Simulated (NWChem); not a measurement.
System: C₂H₈AlN; SMILES C[CH2][AlH][NH2]

```xyz
12

Al    -0.6419    -0.7887     0.0000
H     -1.9650    -1.6751     0.0000
C     -0.6509     1.1862     0.0000
C      0.7210     1.8884     0.0000
H     -1.2380     1.5200     0.8699
H     -1.2380     1.5200    -0.8699
H      1.3146     1.6183    -0.8822
H      1.3146     1.6183     0.8822
H      0.6243     2.9824     0.0000
N      0.9017    -1.6872     0.0000
H      0.9745    -2.6976     0.0000
H      1.8249    -1.2706     0.0000
```
Atoms are numbered in this order, from 1.

Computed with NWChem. Medium grid unless said otherwise, to which SCAN and Minnesota functionals are sensitive. All runs use the structure optimised with B3LYP/6-31G* (spherical d). Hybrids' shares of exact exchange are those that their runs print; pure functionals count as 0. The functionals differ in more than this share.

```
row               share of exact exchange  orbital gap (eV)
----------------  -----------------------  ----------------
PBE/def2-TZVP                        0.00              5.02
r2SCAN/def2-TZVP                     0.00              5.67
B3LYP/def2-TZVP                      0.20          withheld
PBE0/def2-TZVP                       0.25              7.14
PW6B95/def2-TZVP                     0.28              7.23
M06-2X/def2-TZVP                     0.54              8.95
```

Question: Fit a straight line of the last column on the one before it, predict the withheld value, and compare with the run.

Answer: 
1. Means of the 5 shown rows: x = 0.214, y = 6.802. Slope Σ(x − x̄)(y − ȳ)/Σ(x − x̄)² = 1.364/0.2035 = 6.703; intercept 5.368.
2. The shown rows scatter about the line by 0.211 (root mean square); the largest residual is -0.35, at PBE/def2-TZVP.
3. At x = 0.20 (B3LYP/def2-TZVP; inside the shown range) the line gives 6.71.
4. The run gives 6.69, -0.02 from the line, 0.1 times the scatter.
